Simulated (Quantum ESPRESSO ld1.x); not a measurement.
The numbers below are computed, except where a source is named.
K V, 15 electrons, occupied as [Ne] 3s2 3p3. Code: ld1.x of Quantum ESPRESSO 7.5. Model: Dirac Kohn-Sham, HCTH/120, spin-unpolarised, spherical densities, point nucleus; open shells are shared between the two j in proportion to 2j + 1.

Unscreened Slater integrals over Kohn-Sham orbitals (hartree). Large and small components are both included. Empty in this configuration: 3d3/2, 3d5/2, 4s1/2.

| integral | value |
|---|---|
| F0(4s1/2,4s1/2) | 0.33455 |
| F0(4s1/2,3d5/2) | 0.40672 |
| G2(4s1/2,3d5/2) | 0.056352 |
| F0(4s1/2,3d3/2) | 0.40679 |
| G2(4s1/2,3d3/2) | 0.056274 |
| F0(4s1/2,3p3/2) | 0.41451 |
| G1(4s1/2,3p3/2) | 0.040111 |
| F0(4s1/2,3p1/2) | 0.41479 |
| G1(4s1/2,3p1/2) | 0.039994 |
| F0(3d5/2,3d5/2) | 0.65538 |
| F2(3d5/2,3d5/2) | 0.32286 |
| F4(3d5/2,3d5/2) | 0.20529 |
| F0(3d5/2,3d3/2) | 0.65567 |
| F2(3d5/2,3d3/2) | 0.32296 |
| G2(3d5/2,3d3/2) | 0.32285 |
| G4(3d5/2,3d3/2) | 0.20528 |
| F0(3d5/2,3p3/2) | 0.68682 |
| F2(3d5/2,3p3/2) | 0.34061 |
| G1(3d5/2,3p3/2) | 0.42264 |
| G3(3d5/2,3p3/2) | 0.26102 |
| F0(3d5/2,3p1/2) | 0.68818 |
| G3(3d5/2,3p1/2) | 0.26146 |
| F0(3d3/2,3d3/2) | 0.65596 |
| F2(3d3/2,3d3/2) | 0.32306 |
| F0(3d3/2,3p3/2) | 0.68715 |
| F2(3d3/2,3p3/2) | 0.34073 |
| G1(3d3/2,3p3/2) | 0.42269 |
| G3(3d3/2,3p3/2) | 0.26106 |
| F0(3d3/2,3p1/2) | 0.68851 |
| G1(3d3/2,3p1/2) | 0.42385 |
| F0(3p3/2,3p3/2) | 0.72647 |
| F2(3p3/2,3p3/2) | 0.37114 |
| F0(3p3/2,3p1/2) | 0.72801 |
| G2(3p3/2,3p1/2) | 0.37179 |
| F0(3p1/2,3p1/2) | 0.72957 |
